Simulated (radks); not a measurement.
Problem. These are the eigenvalues of the occupied orbitals of an atom or ion with whole-number occupations (eV). All-electron calculation, scalar-relativistic Kohn-Sham, r2SCAN, spin-polarised, spherical densities, finite nucleus; meta-GGA in the generalised Kohn-Sham scheme; Fermi nuclear charge, rms radius of each element as measured or else 0.836 A^(1/3) + 0.57 fm. Program: a radial shooting solver on a logarithmic mesh with Libxc functionals.

1s down: -18856.44
1s up: -18856.41
2s up: -2654.490
2s down: -2653.998
2p up: -2368.302
2p down: -2367.957
3s up: -452.9794
3s down: -452.8231
3p up: -358.5160
3p down: -358.3143
3d up: -204.6586
3d down: -204.2658
4s up: -67.1122
4s down: -64.6284
4p up: -42.8159
4p down: -39.8634
4d up: -10.1916

Which element is it, and in what charge state? The configuration may be excited. Open shells, if any, are filled with parallel spins first.

Solution. Z = 41, niobium, charge +1: Nb+ in [Kr] 4d4. The list shows which subshells hold electrons but not how many an open one holds; the 1s level, -692.96 hartree, gives Z - s = 37.2 by -(Z - s)^2/2, which with screening and relativity narrows Z to a few neighbours, and the depths of the outer levels then fix element, charge and occupations together.
